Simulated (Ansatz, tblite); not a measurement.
Cost and result up the ladder for Na2S2⁻ (4 atoms). The state is a doublet with charge -1. Geometry: r2SCAN-D4/def2-TZVPD.

```xyz
4

Na   -0.4987   -0.9898   -0.9982
Na    0.5842    0.8226    1.0980
S     1.7476    0.3251   -1.1845
S    -1.8331   -0.1578    1.0847
```

Ansatz on 2 threads of Arm Neoverse V2 on a shared host; xTB runs through tblite on one thread. Times are rough, summed over both states, and most runs start from the orbitals of an earlier one. ωB97M-V/def2-TZVPD serves as the yardstick here, not as an exact answer. The other state is a quartet at its own geometry.

The xTB rows come from tblite. LC-ωPBE has ω = 0.4 bohr⁻¹. HSE06 is defined as in plane-wave codes, on full-range PBE exchange. Correlated methods freeze 12 core orbitals; core or outer-core shells of Na are correlated, in sets that lack core-valence functions. In CCSD on the charge -1 quartet the largest single amplitude is 0.40, so its Hartree–Fock determinant may place the open shell otherwise than the density functionals do. HOMO above LUMO, or a gap near zero within one spin, warns that the state may not be the lowest or that an electron is smeared out. Another isomer (doublet) lies 0.12 eV lower at PBE0-D4/def2-TZVPD.

Run but left out: HF/def2-TZVPD, MP2/def2-TZVPD (quartet: a determinant that CCSD turns far, T1 0.065); LDA (SPW92)/def2-TZVPD (quartet: an occupied level 0.10 eV above an empty one).

Correlated methods converge slowly with the basis.

xTB has no spin-polarisation term.

| level | functions | wall time |
| --- | --- | --- |
| GFN1-xTB | 26 | 0.004 s |
| PBE-D4/def2-TZVPD | 162 | 22 s |
| BLYP-D4/def2-TZVPD (with forces) | 162 | 26 s |
| HSE06-D4/def2-TZVPD | 162 | 33 s |
| LC-ωPBE/def2-TZVPD | 162 | 35 s |
| CAM-B3LYP-D4/def2-TZVPD | 162 | 41 s |
| BHLYP-D4/def2-TZVPD | 162 | 42 s |
| r2SCAN-D4/def2-TZVPD (with forces) | 162 | 51 s |
| r2SCANh-D4/def2-TZVPD | 162 | 66 s |
| r2SCAN0-D4/def2-TZVPD | 162 | 67 s |
| B97M-V/def2-TZVPD | 162 | 1.8 min |
| ωB97X-V/def2-TZVPD | 162 | 2.3 min |
| ωB97M-V/def2-TZVPD | 162 | 2.9 min |
| CCSD(T)/def2-TZVPD | 162 | 8.3 min |

**Question.** Estimate what each level gives for the quartet − doublet (eV).

**Answer.** 
| level | quartet − doublet (eV) | difference from ωB97M-V/def2-TZVPD (eV) | remarks |
| --- | --- | --- | --- |
| GFN1-xTB | 3.80 | 2.20 | – |
| PBE-D4/def2-TZVPD | 1.90 | 0.30 | HOMO above zero (quartet) |
| BLYP-D4/def2-TZVPD (with forces) | 1.92 | 0.32 | HOMO above zero (quartet), gap within one spin near zero (quartet) |
| HSE06-D4/def2-TZVPD | 1.56 | -0.04 | HOMO above zero (quartet) |
| LC-ωPBE/def2-TZVPD | 1.31 | -0.29 | – |
| CAM-B3LYP-D4/def2-TZVPD | 1.50 | -0.10 | HOMO above zero (quartet) |
| BHLYP-D4/def2-TZVPD | 1.28 | -0.32 | HOMO above zero (quartet) |
| r2SCAN-D4/def2-TZVPD (with forces) | 1.77 | 0.17 | HOMO above zero (quartet) |
| r2SCANh-D4/def2-TZVPD | 1.65 | 0.05 | HOMO above zero (quartet) |
| r2SCAN0-D4/def2-TZVPD | 1.48 | -0.12 | HOMO above zero (quartet) |
| B97M-V/def2-TZVPD | 1.71 | 0.11 | HOMO above zero (quartet) |
| ωB97X-V/def2-TZVPD | 1.50 | -0.10 | – |
| ωB97M-V/def2-TZVPD | 1.60 | 0.00 | HOMO above zero (quartet) |
| CCSD(T)/def2-TZVPD | 1.40 | -0.20 | HOMO above zero (quartet), large T1 (0.065) (quartet) |
